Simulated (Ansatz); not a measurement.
Reaction (redistribution): `B[CH](O)[GeH3]` + `C[SiH](F)CN` → `BC[SiH](C)F` + `N[CH](O)[GeH3]`

Computed with Ansatz on PBE0-D4/def2-TZVP structures; ΔE is electronic, products minus reactants. CBS: MP2 limit from def2 TZ/QZ plus the TZ coupled-cluster correction, frozen cores. Functionals use def2-TZVPP. For Ge outer-core shells are correlated without core-valence functions, which leaves a few kJ/mol of doubt a bond. Scalar relativity is left out up to krypton. One conformer a species, not always the lowest.

```
         species  r2SCAN energy (Eh)
`B[CH](O)[GeH3]`         -2219.31644
   `C[SiH](F)CN`          -525.15110
   `BC[SiH](C)F`          -495.23848
`N[CH](O)[GeH3]`         -2249.23689
```

Work out ΔE.

ΔE = (-495.23848) + (-2249.23689) − (-2219.31644) − (-525.15110) = -0.00783 Eh = -0.21 eV. CCSD(T)/CBS gives -0.28 eV.

Largest T1 diagnostic among the species: 0.013.

In def2-TZVPP, CCSD(T) changes the Hartree–Fock value by +0.22 eV (the triples alone add +0.04 eV) and MP2 by +0.22 eV. From PBE to PBE0 (25 % exact exchange), in def2-TZVPP and without D4, ΔE moves by −0.07 eV.
